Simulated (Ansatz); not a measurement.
`C[SiH2][SiH](O)F` → C• + F• + 7 H• + O• + 2 Si•  (atomization)

Program: Ansatz. Geometries: PBE0-D4/def2-TZVP. ΔE: electronic, gas phase. CBS: MP2 limit from def2 TZ/QZ plus the TZ coupled-cluster correction, frozen cores. This one scheme is used for every species, atoms too. DFT in def2-TZVPP. B3LYP here is the variant with VWN-RPA as its local correlation; programs differ in this. No spin–orbit coupling; open shells (•) take unrestricted orbitals. Spin–orbit coupling would lower the free atoms: a little for C, F, O, Si. Each species was taken in one conformer, which may not be the lowest.

```csv
level,ΔE (kcal/mol)
B97M-V,1039.3
PBE-QIDH,1025.8
PBE,1034.9
BLYP,1016.7
B3LYP,1024.7
BHLYP,1004.0
CAM-B3LYP,1036.1
MP2/def2-TZVPP,1025.6
```

(1) What does CCSD(T)/CBS give? (Estimate.)

Largest T1 diagnostic among the species: 0.012.

Results:

(1) Computed: +1041.2 kcal/mol. The listed levels differ from it by -1.9, -15.4, -6.3, -24.5, -16.5, -37.2, -5.1, -15.6 kcal/mol.

From BLYP to BHLYP (50 % exact exchange), in def2-TZVPP and without D4, ΔE moves by −12.7 kcal/mol: exact exchange takes away binding that semilocal exchange gives to molecules. Leaving LDA and LC-ωPBE aside and taking each functional with its dispersion term where it has one, the values, not all of them listed here, spread over 30.3 kcal/mol, from BHLYP-D4 to ωB97X-V. LDA lies +131.0 kcal/mol from PBE without D4, its usual overbinding. In def2-TZVPP, CCSD(T) changes the Hartree–Fock value by +235.7 kcal/mol (the triples alone add +11.8 kcal/mol) and MP2 by +248.3 kcal/mol; breaking electron pairs costs correlation energy, which Hartree–Fock lacks.

For atomizations the MP2-based limit and the directly extrapolated one differ by several kJ/mol either way, and by 10 to 25 for some Ge, Se and Sn compounds, so smaller differences from it don't rank the levels.
